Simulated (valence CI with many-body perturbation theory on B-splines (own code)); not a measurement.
**E1 line list for Cd43+**

Computed by configuration interaction combined with many-body perturbation theory (CI+MBPT): three valence electrons over a frozen Dirac-Fock core [He], radial functions for each j: 11 s, 11 p, 10 d, 8 f, 5 g, 2 h, with the one-electron correlation potential Σ1, the two-electron term Σ2, the three-electron term Σ3, Breit, model QED; selected CI, second order for the rest, scaled by the run's own slope (own B-spline code, finite nucleus).

The last digits are not significant, and no measured levels were compared; by estimate large intervals hold to a few tenths of a per cent, small ones and those within an open d or f shell to about a per cent.

Lines 1 to 50 of 522 in falling wavelength, among levels below 46643 × 10³ cm⁻¹, chosen from the strongest by gf and those to the six lowest levels. Wavelengths and rates use the calculated energies. Electric multipoles are in the length gauge with retardation, E1 and E2 with the static RPA response of the core. Weak lines are less certain than strong ones. Lines between different terms over intervals too small for the method are left out, as are lines whose strength nearly cancels. The highest levels of a list are the least certain.

Levels are named by their leading jj configuration (3d3/2^4 stands for four electrons in 3d with j = 3/2), which in mixed levels can hold well under half, so a name can repeat and another be missing. Letters in brackets count levels of one name in rising energy.

```tsv
λ vac (Å)	Upper	Lower	A (s⁻¹)	S (a.u.) with core polarisation	S without
1107	(2s 2p1/2 4f7/2) J=7/2 [a]	(2s 2p1/2 4d5/2) J=5/2 [a]	8.01e+07	4.29e-01	4.29e-01
1079	(2s 2p1/2 4f7/2) J=9/2	(2s 2p1/2 4d5/2) J=7/2	8.94e+07	5.54e-01	5.54e-01
1004	(2s^2 4f7/2) J=7/2	(2s^2 4d5/2) J=5/2	1.11e+08	4.42e-01	4.42e-01
796.3	(2s 2p3/2 4f5/2) J=7/2	(2s 2p3/2 4d3/2) J=5/2	1.57e+08	3.12e-01	3.12e-01
790.1	(2s 2p3/2 4f5/2) J=9/2	(2s 2p3/2 4d3/2) J=7/2	1.94e+08	4.72e-01	4.72e-01
785.1	(2p1/2^2 4f5/2) J=5/2	(2p1/2^2 4d3/2) J=3/2	2.20e+08	3.15e-01	3.15e-01
776.3	(2s 2p3/2 4f7/2) J=11/2	(2s 2p3/2 4d5/2) J=9/2	2.42e+08	6.70e-01	6.70e-01
753.9	(2s^2 4f5/2) J=5/2	(2s^2 4d3/2) J=3/2	2.43e+08	3.09e-01	3.09e-01
733.3	(2s 2p1/2 4f5/2) J=5/2 [a]	(2s 2p1/2 4d3/2) J=3/2 [a]	2.60e+08	3.04e-01	3.04e-01
710.2	(2s 2p1/2 4f5/2) J=7/2	(2s 2p1/2 4d3/2) J=5/2	2.72e+08	3.85e-01	3.85e-01
597.2	(2s 2p3/2 4d5/2) J=9/2	(2s 2p3/2 4p3/2) J=7/2	8.23e+08	8.65e-01	8.65e-01
592.3	(2s 2p3/2 4p1/2) J=3/2 [a]	(2s 2p3/2 4s) J=5/2	6.37e+08	2.61e-01	2.61e-01
573.0	(2s 2p1/2 4d5/2) J=7/2	(2s 2p1/2 4p3/2) J=5/2	9.35e+08	6.95e-01	6.95e-01
566.0	(2s 2p1/2 4d5/2) J=5/2 [a]	(2s 2p1/2 4p3/2) J=3/2 [a]	9.02e+08	4.84e-01	4.84e-01
562.9	(2s 2p3/2 4p1/2) J=5/2	(2s 2p3/2 4s) J=5/2	4.09e+08	2.16e-01	2.16e-01
558.8	(2p1/2^2 4d5/2) J=5/2	(2p1/2^2 4p3/2) J=3/2	7.58e+08	3.92e-01	3.92e-01
543.4	(2s^2 4d5/2) J=5/2	(2s^2 4p3/2) J=3/2	1.08e+09	5.12e-01	5.12e-01
532.5	(2s 2p3/2 4d5/2) J=7/2	(2s 2p3/2 4p3/2) J=5/2	9.52e+08	5.68e-01	5.68e-01
530.2	(2s 2p1/2 4d5/2) J=5/2 [b]	(2s 2p1/2 4p3/2) J=3/2 [b]	1.04e+09	4.59e-01	4.59e-01
513.1	(2s 2p3/2 4d5/2) J=5/2	(2s 2p3/2 4p3/2) J=3/2	7.67e+08	3.07e-01	3.07e-01
509.1	(2s 2p1/2 4d5/2) J=3/2	(2s 2p1/2 4p3/2) J=1/2	1.05e+09	2.74e-01	2.74e-01
467.3	(2s 2p3/2 4d5/2) J=3/2	(2s 2p3/2 4p3/2) J=3/2	9.32e+08	1.88e-01	1.88e-01
327.9	(2s 2p1/2 4d3/2) J=3/2 [b]	(2s 2p1/2 4p1/2) J=1/2 [b]	2.14e+09	1.49e-01	1.49e-01
321.3	(2s 2p1/2 4d3/2) J=1/2	(2s 2p1/2 4p1/2) J=1/2 [b]	3.82e+09	1.25e-01	1.25e-01
319.9	(2s 2p3/2 4d3/2) J=5/2	(2s 2p3/2 4p1/2) J=5/2	1.87e+09	1.82e-01	1.82e-01
311.1	(2s 2p3/2 4d3/2) J=5/2	(2s 2p3/2 4p1/2) J=3/2 [a]	2.32e+09	2.07e-01	2.07e-01
310.9	(2s 2p3/2 4d3/2) J=7/2	(2s 2p3/2 4p1/2) J=5/2	3.21e+09	3.81e-01	3.81e-01
307.5	(2p1/2^2 4d3/2) J=3/2	(2p1/2^2 4p1/2) J=1/2	5.16e+09	2.96e-01	2.96e-01
305.8	(2s 2p3/2 4p3/2) J=3/2	(2s 2p3/2 4s) J=3/2 [a]	4.56e+09	2.58e-01	2.58e-01
305.1	(2s 2p1/2 4d3/2) J=3/2 [a]	(2s 2p1/2 4p1/2) J=1/2 [a]	5.07e+09	2.84e-01	2.84e-01
302.8	(2s 2p3/2 4d3/2) J=3/2	(2s 2p3/2 4p1/2) J=3/2 [a]	4.01e+09	2.20e-01	2.20e-01
302.6	(2s^2 4d3/2) J=3/2	(2s^2 4p1/2) J=1/2	5.15e+09	2.82e-01	2.82e-01
301.9	(2s 2p1/2 4d3/2) J=5/2	(2s 2p1/2 4p1/2) J=3/2	4.68e+09	3.82e-01	3.82e-01
298.5	(2s 2p3/2 4d3/2) J=1/2	(2s 2p3/2 4p1/2) J=3/2 [a]	5.30e+09	1.39e-01	1.39e-01
295.4	(2s 2p1/2 4p3/2) J=1/2	(2s 2p1/2 4s) J=1/2 [b]	5.90e+09	1.50e-01	1.50e-01
288.5	(2s 2p1/2 4p3/2) J=3/2 [b]	(2s 2p1/2 4s) J=1/2 [b]	4.31e+09	2.04e-01	2.04e-01
282.5	(2s 2p3/2 4p3/2) J=7/2	(2s 2p3/2 4s) J=5/2	7.69e+09	6.85e-01	6.85e-01
281.8	(2s 2p3/2 4p3/2) J=5/2	(2s 2p3/2 4s) J=3/2 [a]	4.18e+09	2.77e-01	2.77e-01
280.6	(2s 2p1/2 4d3/2) J=3/2 [b]	(2s 2p1/2 4p1/2) J=3/2	2.91e+09	1.27e-01	1.27e-01
277.6	(2p1/2^2 4p3/2) J=3/2	(2p1/2^2 4s) J=1/2	8.44e+09	3.57e-01	3.57e-01
271.9	(2s^2 4p3/2) J=3/2	(2s^2 4s) J=1/2	8.48e+09	3.37e-01	3.37e-01
270.7	(2s 2p1/2 4p3/2) J=3/2 [a]	(2s 2p1/2 4s) J=1/2 [a]	8.55e+09	3.35e-01	3.35e-01
269.5	(2s 2p3/2 4p3/2) J=1/2	(2s 2p3/2 4s) J=3/2 [a]	8.82e+09	1.71e-01	1.71e-01
268.3	(2s 2p1/2 4p3/2) J=5/2	(2s 2p1/2 4s) J=3/2	9.20e+09	5.26e-01	5.26e-01
262.2	(2s 2p1/2 4p3/2) J=3/2 [b]	(2s 2p1/2 4s) J=3/2	3.88e+09	1.38e-01	1.38e-01
251.3	(2s 2p3/2 4p3/2) J=5/2	(2s 2p3/2 4s) J=5/2	5.23e+09	2.46e-01	2.46e-01
243.4	(2s 2p3/2 3d5/2) J=9/2	(2s 2p3/2 3p3/2) J=7/2	2.73e+09	1.94e-01	1.94e-01
240.9	(2p1/2 2p3/2 3d5/2) J=9/2	(2p1/2 2p3/2 3p3/2) J=7/2	3.27e+09	2.26e-01	2.26e-01
239.2	(2p3/2^2 3d5/2) J=7/2	(2p3/2^2 3p3/2) J=5/2	2.48e+09	1.34e-01	1.34e-01
237.3	(2p3/2^2 3d5/2) J=9/2	(2p3/2^2 3p3/2) J=7/2	3.21e+09	2.12e-01	2.12e-01
```
